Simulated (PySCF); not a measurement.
Ionisation energy of Xe(2+) by level of theory

Xe(2+) [Kr] 4d10 5s2 5p4 (3P) → Xe(3+) [Kr] 4d10 5s2 5p3 (4S), as a difference of total energies. All numbers are calculated (PySCF 2.14, the spin-free X2C one-electron Hamiltonian (Gaussian nucleus), in x2c-TZVPPall with one added diffuse shell each of s, p, d, f type (9s7p5d3f, 76 functions)). Correlated levels: valence: [Kr] 4d10 frozen; valence and next inner shell: [Ar] 3d10 frozen. The calculations carry no spin-orbit coupling.

Problem. Order these methods by the ionisation energy they give, lowest first.
A. r2SCAN
B. SCS-MP2 (valence)
C. M06-2X
D. MP2 (valence)

Solution. D (29.896 eV), B (29.951 eV), C (30.116 eV), A (30.455 eV).

A first-order spin-orbit estimate (lowest level to lowest level, LS coupling) adds 0.442 eV.

Errors of the correlated levels include the incompleteness of this basis and the frozen core.

For comparison: 31.05 ± 0.04 eV (semi-empirical (NIST evaluation); NIST Atomic Spectra Database, ionization energies).
